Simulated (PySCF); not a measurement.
**Computed structure and properties of Pb(SH)4**

System: Pb(SH)4 (singlet); start: template (C1). Method: PySCF 2.14.0, RKS PBE, Pb def2-SVP with ECP60, S def2-SVP, H def2-SVP; non-relativistic Hamiltonian with scalar-relativistic core potentials where named; density fitting; no spin-orbit coupling.

Input of the relaxation:

```python
mol = gto.M(atom='''
Pb    -0.00878    -0.23751    -0.00000
S     -0.00878    -0.23751     2.45100
H     -0.00878     1.06249     2.78100
S     -0.00878    -0.23751    -2.45100
H     -0.00878    -1.53751    -2.78100
S      2.14222     0.93759    -0.00000
H      3.05502    -0.04511    -0.00000
S     -2.10898     1.02599    -0.00000
H     -1.72168     2.31009    -0.00000''',
    basis={'Pb': 'def2-SVP', 'S': 'def2-SVP', 'H': 'def2-SVP'},
    ecp={'Pb': 'def2-SVP'},
    charge=0, spin=0)
mf = dft.RKS(mol, xc='PBE')
mf.grids.atom_grid = (50, 194)
mf = mf.density_fit()  # fitting sets: Pb def2-universal-JKFIT, S def2-universal-JKFIT, H def2-universal-JKFIT
mf.conv_tol = 1e-08; mf.max_cycle = 55
mf.kernel(dm0)  # dm0: converged density of the start geometry
# quasi-Newton relaxation in Cartesian coordinates to a largest gradient under 0.00045 Eh/bohr, steps kept in the point group
```

Run from Python with OMP_NUM_THREADS=2; the lines above give its settings. Where DIIS fails, smearing, a level shift and second-order steps follow.
It took 3.5 min on 2 threads of Arm Neoverse V2, on a shared host, from the converged density of the start.

Course of the relaxation:

```csv
step,energy above end (eV),largest force component within the symmetry (eV/Å)
0,2.5798,2.515
1,1.7003,1.070
2,1.1828,0.661
3,0.9372,0.575
4,0.7516,0.799
5,0.5737,0.784
6,0.3929,0.434
7,0.2617,0.669
35,0.0012,0.036
36,0.0010,0.088
37,0.0005,0.053
38,0.0003,0.025
39,0.0001,0.017
40,0.0000,0.014
```
(The steps between are left out.)

Relaxed geometry (C1, nearly S4):

```xyz
9

Pb    0.1430    0.3396    0.0042
S    -0.0220   -1.3717    1.8885
H    -0.6861   -0.4792    2.6787
S     0.3192   -1.0129   -2.1519
H    -0.3667   -2.0493   -1.5869
S     2.1824    1.8723    0.0415
H     2.8788    1.0050   -0.7483
S    -1.8913    1.8588    0.2505
H    -1.2346    2.8783   -0.3762
```

| contact | Å |
| --- | --- |
| Pb1–S2 (SH) | 2.551 |
| Pb1–S4 (SH) | 2.551 |
| Pb1–S6 (SH) | 2.551 |
| Pb1–S8 (SH) | 2.551 |

On the finer grid (75, 302):

* HOMO: -6.22 eV
* LUMO: -4.24 eV
* Dipole about the centre of mass: 0.05 D
* Set of Mulliken populations of Pb1 outside the core potential: s 3.52, p 7.78, d 10.22
* D3(BJ) dispersion energy (not in the energies): -0.325 eV

```
atom  Mulliken (e)  Löwdin (e)  spin (e)
 Pb1          0.47       -0.02      0.00
  S2         -0.22        0.00      0.00
  H3          0.10        0.00      0.00
  S4         -0.22        0.00      0.00
  H5          0.10        0.00      0.00
  S6         -0.22        0.00      0.00
  H7          0.10        0.00      0.00
  S8         -0.22        0.00      0.00
  H9          0.10        0.00      0.00
```

On the grid (50, 194), as all that follows. Harmonic modes: a minimum within the noise of the softest modes; lowest -21 cm⁻¹ (negative: unstable), highest 2614 cm⁻¹, zero-point energy 0.929 eV.

Taking off one SH (charge -1, singlet; the rest: singlet) in vacuum, both parts rigid, costs 9.01 eV; the small basis without counterpoise inflates it. Most of it is the attraction of opposite charges; other ways to part are cheaper, and one spin state was tried for the rest.

Rigid scan of SH along the line from its metal:

```csv
distance to S2 (Å),energy (eV)
2.25,0.606
2.35,0.234
2.45,0.052
2.55,0.000
2.65,0.038
2.75,0.134
2.95,0.422
3.25,0.917
3.65,1.492
4.15,1.998
```

One start shape was tried, so this needn't be the lowest isomer.
